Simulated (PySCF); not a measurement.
Molecule: SMILES C=CC(=O)C(C)C, C₆H₁₀O.

Atoms are numbered as in `[CH2:1]=[CH:2][C:3](=[O:4])[CH:5]([CH3:6])[CH3:7]` (H(Xn): hydrogen on atom n). Ha(C1) is cis to C3; Hb(C1) is trans to C3.

Geometry PBE0-D3(BJ)/def2-SVP throughout; GIAO in PySCF 2.14, gas phase, one conformer, non-relativistic; equivalent atoms averaged; functional PBE0.

Question: How do the absolute shieldings σ depend on the basis set? (a selection of nuclei; ppm; last column core-seconds on shared hosts with different chips, so compare them loosely)

Answer: 
```
    basis set  functions     C3     C2     C1     C5  C6/C7      O4  H(C2)  Hb(C1)  H(C6)/H(C7)  core-s
       STO-3G         45   99.6  122.9  126.2  195.9  212.8  -278.6  26.32   27.02        31.58     4.6
     pcSseg-0         83  -23.5   48.3   48.1  148.9  172.6  -353.4  26.17   26.57        31.55     8.1
        6-31G         83    4.0   68.5   71.3  156.6  180.4  -263.6  25.73   26.55        31.39     9.3
       6-31G*        118    4.8   66.9   67.4  153.2  176.0  -220.4  25.48   26.26        30.89      14
      cc-pVDZ        148    0.2   63.5   65.9  151.7  177.5  -231.2  24.81   25.53        30.30      17
     def2-SVP        148   -2.7   61.5   63.0  151.8  175.5  -239.4  24.90   25.61        30.40      16
     pcSseg-1        169  -19.6   44.7   45.6  140.8  165.3  -277.4  24.72   25.28        30.20      18
6-311+G(2d,p)        249  -16.5   48.6   50.8  142.0  168.4  -253.7  24.72   25.65        30.48      42
  aug-cc-pVDZ        251   -3.5   62.0   64.8  150.3  177.0  -216.6  24.50   25.44        30.27      40
    def2-TZVP        277  -18.2   47.3   49.8  141.4  167.7  -259.5  24.66   25.62        30.44      51
```

Question: Which nucleus among those listed moves most, in ppm?

Answer: O4 (ketone oxygen): from -353.4 ppm with pcSseg-0 to -216.6 ppm with aug-cc-pVDZ. The smallest spread is 1.38 ppm, at H(C6)/H(C7). Proton shifts span only some 12 ppm, so a few tenths of a ppm matter as much there as several ppm in carbon.

Question: Taking the largest basis, def2-TZVP (277 functions), as the yardstick, rank the others by their worst heavy-atom deviation.

Answer: 6-311+G(2d,p) 5.8 ppm (249 functions), pcSseg-1 17.9 ppm (169 functions), def2-SVP 20.1 ppm (148 functions), 6-31G 22.2 ppm (83 functions), cc-pVDZ 28.3 ppm (148 functions), 6-31G* 39.1 ppm (118 functions), aug-cc-pVDZ 42.9 ppm (251 functions), pcSseg-0 94.0 ppm (83 functions), STO-3G 117.8 ppm (45 functions).

A small basis that lands close on one nucleus may do so by chance; judge by the trend and by all nuclei.
